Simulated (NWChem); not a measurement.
System: C$_{3}$, singlet; SMILES [C]=C=[C]

Input file for NWChem:

```
start job
memory heap 200 mb stack 900 mb global 1100 mb
geometry units angstroms noautoz
  C     -1.294953     0.065143     0.019939
  C      0.000451     0.008371    -0.000002
  C      1.294503    -0.073514    -0.019937
end
basis spherical
  C library aug-cc-pvtz
end
dft
  xc pbe0
  iterations 150
  mulliken
end
task dft energy
```

Low-valent species are run as closed-shell singlets; no triplet was tried in these runs. Structure relaxed at the B3LYP/6-31G* (spherical d) level.

Problem. Predict the main results of this run. (PBE0/aug-cc-pVTZ.) Quantities: basis functions; energy (Ha); highest occupied level (eV); orbital gap (eV).

Solution. 
```yaml
number_of_basis_functions: 138
energy (Ha): -113.93
highest occupied level (eV): -9.58
orbital gap (eV): 5.03
```
